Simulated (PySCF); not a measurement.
C5H6O2.
Geometry (GFN2-xTB, Å), atoms numbered from 1 in this order:
```xyz
13
C5H6O2 angstrom
C     -1.7021    0.1674    0.8901
O     -1.2404   -0.9860    0.2207
C     -0.3468   -0.7238   -0.8271
C      0.9285   -0.1075   -0.4108
C      2.2016    0.1867   -0.7709
C      1.7684    0.5985    0.5205
O      1.9341    1.1306    1.5741
H     -2.1980    0.8539    0.1922
H     -2.4213   -0.1815    1.6276
H     -0.8896    0.6963    1.3967
H     -0.1559   -1.6913   -1.3049
H     -0.8105   -0.0547   -1.5773
H      2.9278    0.1118   -1.5486
```

A PySCF run (density fitting, gas phase, GFN2-xTB geometry) gave HOMO -6.93 eV, LUMO -1.04 eV, dipole 3.97 D.

Question: Which of these levels was it?
A. PBE0/3-21G
B. PBE0/IGLO-II
C. CAM-B3LYP/pcSseg-1

Answer: B. It is PBE0/IGLO-II. All candidates on this geometry:

| level and settings | kind | basis functions | SCF cycles | E (Eh) | HOMO (eV) | LUMO (eV) | dipole (D) |
| --- | --- | --- | --- | --- | --- | --- | --- |
| PBE0/IGLO-II | global hybrid | 190 | 14 | -344.1768 | -6.93 | -1.04 | 3.97 |
| PBE0/3-21G | global hybrid | 75 | 14 | -342.1728 | -6.66 | -0.70 | 3.60 |
| CAM-B3LYP/pcSseg-1, grid level 3 | range-separated hybrid | 149 | 14 | -344.2890 | -8.32 | 0.16 | 3.99 |

The nearest other candidate, by the summed differences of HOMO and LUMO, is PBE0/3-21G: its HOMO differs by +0.27 eV and its LUMO by +0.34 eV. Cycle counts include a coarse-grid stage where the run had one.
